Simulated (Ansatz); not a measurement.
Calculated with Ansatz (gas phase, PBE0-D4/def2-TZVP geometries, no zero-point term in ΔE). CCSD(T)/CBS adds triple-zeta CCSD(T) − MP2 to the extrapolated MP2 energy (def2 sets, frozen cores). This one scheme is used for every species. DFT in def2-TZVPP. B3LYP here is the variant with VWN-RPA as its local correlation; programs differ in this. One conformer a species, not always the lowest.

Reaction (silylene formation by 1,1-elimination): `C[SiH2]N(C)C` → `C[Si]N(C)C` + H₂

CCSD(T)/CBS gives +1.75 eV.

Q: Another level gave +1.62 eV. Which?
A. r2SCAN0-D4/def2-TZVPP
B. B3LYP-D4/def2-TZVPP
C. r2SCAN/def2-TZVPP
D. PBE/def2-TZVPP

A: D. PBE 1.62, B3LYP-D4 1.70, r2SCAN 1.83, r2SCAN0-D4 1.95 eV.

Q: What do rigid-rotor, harmonic-oscillator terms from PBE0-D4/def2-TZVP frequencies (298.15 K, 1 bar) make of the CCSD(T)/CBS value? (Best estimate.)

A: Computed: ΔZPE = -0.19 eV, ΔH = +1.63 eV, ΔS = 110 J/(mol·K), ΔG = +1.29 eV.

Largest T1 diagnostic among the species: 0.014.

At CCSD(T), def2-SVP lies −0.05 eV from the extrapolated value and def2-TZVPP −0.02 eV. From PBE to PBE0 (25 % exact exchange), in def2-TZVPP and without D4, ΔE moves by +0.21 eV. In def2-TZVPP, CCSD(T) changes the Hartree–Fock value by −0.29 eV (the triples alone add −0.06 eV) and MP2 by −0.21 eV.
